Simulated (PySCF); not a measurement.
Species: C7H11BSi.
Bonds: Si1–C2, C2–C3, C3–C4 (double), C4–C5, C5–C6 (double), C6–C7, C7–C8 (double), C8–B9, C3–B9. Hydrogens: H10, H11, H12 on Si1; H13, H14 on C2; H15 on C4; H16 on C5; H17 on C6; H18 on C7; H19 on C8; H20 on B9.

Computed, not measured: PySCF 2.14.0, PBE0-D3(BJ)/def2-SVP geometry optimisation, gas phase.

Problem. What internal coordinates does the optimisation give?

Solution. 
```csv
bond,length (Å)
Si1–C2,1.898
C2–C3,1.500
C3=C4,1.384
C4–C5,1.415
C5=C6,1.378
C6–C7,1.416
C7=C8,1.377
C8–B9,1.520
C3–B9,1.539
"Si1–H10, Si1–H11, Si1–H12",1.495
"C2–H13, C2–H14",1.102
C4–H15,1.099
C5–H16,1.095
C6–H17,1.095
C7–H18,1.097
C8–H19,1.097
B9–H20,1.216
```

Bonds in one row agree within 0.01 Å and their mean is given. A selection of angles:
```csv
angle,degrees
Si1–C2–C3,110.5
C2–C3–C4,117.0
C2–C3–B9,117.6
C4–C3–B9,125.4
C3–C4–C5,130.6
C4–C5–C6,131.1
C5–C6–C7,129.4
C6–C7–C8,128.7
C7–C8–B9,129.3
C3–B9–C8,125.6
```

Dihedral angles: Si1–C2–C3–C4 -93° (anticlinal); C2–C3–C4–C5 178° (antiperiplanar); C3–C4–C5–C6 0° (synperiplanar); C4–C5–C6–C7 0° (synperiplanar); C5–C6–C7–C8 0° (synperiplanar); C6–C7–C8–B9 0° (synperiplanar); C7–C8–B9–C3 1° (synperiplanar); C2–C3–B9–C8 -179° (antiperiplanar). The mirror-image conformer, all signs reversed, is as good.

B9 (ring boron) is planar (angles 125.6°, 117.7° and 116.7°, sum 360.0°, 0.00 Å off the plane of its three neighbours). The 6 C–C bonds span 1.377 Å (C7=C8, drawn double) to 1.500 Å (C2–C3, drawn single), a spread of 0.123 Å. The 7-membered ring C3–C4–C5–C6–C7–C8–B9 has internal angles of 125.4° to 131.1°; it is planar, 0.00 Å rms from its mean plane, widest ring torsion 1°. Si1 (SiH3 silicon) is tetrahedral (angles from 108.8° to 110.3°). Of the pairs four or more bonds apart, H13···H15 is among the closest relative to their van der Waals radii: 2.29 Å, 95 % of the sum of Bondi's values.

Point group: C1 (no symmetry element, even within 0.4 Å). No PBE0-D3(BJ)/def2-SVP frequencies stand behind this structure, so it isn't proved a minimum. The numbers are those of one conformer.

Hardware: Intel Xeon Platinum 8488C, one thread, shared host. Cost: 1.8 min of wall time, 0.79 GiB resident at most. That covers the optimisation of the geometry.
